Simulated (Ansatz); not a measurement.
Gas-phase electronic energies from Ansatz, PBE0-D4/def2-TZVP geometries. CCSD(T)/CBS adds triple-zeta CCSD(T) − MP2 to the extrapolated MP2 energy (def2 sets, frozen cores). DFT in def2-TZVPP. B3LYP here is the variant with VWN-RPA as its local correlation; programs differ in this. HSE06 is defined as in plane-wave codes. Each species was taken in one conformer, which may not be the lowest.

Consider the substitution at a C–C bond: `CC(F)S` + `C[SiH](S)S` → `CS[SiH](C)S` + `FCS`.

| level | ΔE (kJ/mol) | difference from CCSD(T)/CBS |
| --- | --- | --- |
| LDA (SPW92) | 33.8 | 5.0 |
| PBE-D4 | 23.9 | -4.9 |
| revPBE-D4 | 21.3 | -7.5 |
| BLYP-D4 | 22.1 | -6.7 |
| r2SCAN-D4 | 29.2 | 0.4 |
| B97M-V | 31.3 | 2.5 |
| PBE0-D4 | 25.9 | -2.9 |
| B3LYP-D4 | 24.5 | -4.3 |
| r2SCANh-D4 | 29.3 | 0.5 |
| r2SCAN0-D4 | 29.4 | 0.6 |
| HSE06-D4 | 25.8 | -3.0 |
| BHLYP-D4 | 26.9 | -1.9 |
| ωB97X-V | 28.8 | 0.0 |
| ωB97M-V | 29.2 | 0.4 |
| B2PLYP | 28.6 | -0.2 |
| PBE-QIDH | 29.4 | 0.6 |
| PBE | 26.3 | -2.5 |
| revPBE | 24.3 | -4.5 |
| r2SCAN | 30.0 | 1.2 |
| B3LYP | 28.2 | -0.6 |
| r2SCANh | 30.3 | 1.5 |
| r2SCAN0 | 30.5 | 1.7 |
| HSE06 | 28.0 | -0.8 |
| BHLYP | 30.5 | 1.7 |
| CAM-B3LYP | 31.9 | 3.1 |
| LC-ωPBE | 30.8 | 2.0 |
| RPA@PBE/def2-TZVPP | 30.5 | 1.7 |
| HF/def2-SVP | 39.4 | 10.6 |
| MP2/def2-SVP | 41.1 | 12.3 |
| CCSD/def2-SVP | 42.2 | 13.4 |
| CCSD(T)/def2-SVP | 41.8 | 13.0 |
| HF/def2-TZVPP | 31.5 | 2.7 |
| MP2/def2-TZVPP | 29.1 | 0.3 |
| SCS-MP2/def2-TZVPP | 28.9 | 0.1 |
| CCSD/def2-TZVPP | 31.9 | 3.1 |
| CCSD(T)/def2-TZVPP | 30.9 | 2.1 |
| MP2/def2-QZVPP | 27.9 | -0.9 |
| SCS-MP2/def2-QZVPP | 27.7 | -1.1 |
| MP2/CBS(def2) | 27.1 | -1.7 |
| CCSD/CBS(def2) | 29.9 | 1.1 |
| CCSD(T)/CBS | 28.8 | 0 |

Largest T1 diagnostic among the species: 0.011.

From BLYP to BHLYP (50 % exact exchange), in def2-TZVPP and without D4, ΔE moves by +4.2 kJ/mol. At CCSD(T), def2-SVP lies +13.0 kJ/mol from the extrapolated value and def2-TZVPP +2.1 kJ/mol.
